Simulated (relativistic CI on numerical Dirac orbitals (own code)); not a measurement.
Spin-allowed bands of a d8 ion in an octahedral site, by hand

Problem. Take Δ = 8000 cm⁻¹ and B = 700 cm⁻¹ for a d8 ion in an octahedral site. Calculate the three spin-allowed bands.

Working.
1. The terms of highest spin are 3F (energy 0) and 3P (15B = 10500 cm⁻¹). Here the F term splits into A2 at −1.2Δ = -9600, T2 at −0.2Δ = -1600 and T1 at +0.6Δ = 4800 cm⁻¹.
2. The two T1 states mix through the element 0.4Δ: H = [[4800, 3200], [3200, 10500]], with roots ½(H₁₁ + H₂₂) ∓ ½√[(H₂₂ − H₁₁)² + 4H₁₂²] = ½(15300) ∓ ½(8570) = 3365 and 11935 cm⁻¹.
3. The ground term is 3A2 at -9600 cm⁻¹.
4. Bands: 3T2 8000 cm⁻¹ (1250 nm), 3T1(F) 12965 cm⁻¹ (771 nm), 3T1(P) 21535 cm⁻¹ (464 nm).

Check. Exact diagonalisation of the whole d8 shell with these parameters gives 3T2 8000, 3T1 12965, 3T1 21535 cm⁻¹. The match is exact, since without spin-orbit coupling no other term has this spin. The ratio of the second band to the first, 1.621, depends on Δ/B = 11.4 alone, which is how a Tanabe-Sugano diagram is read.
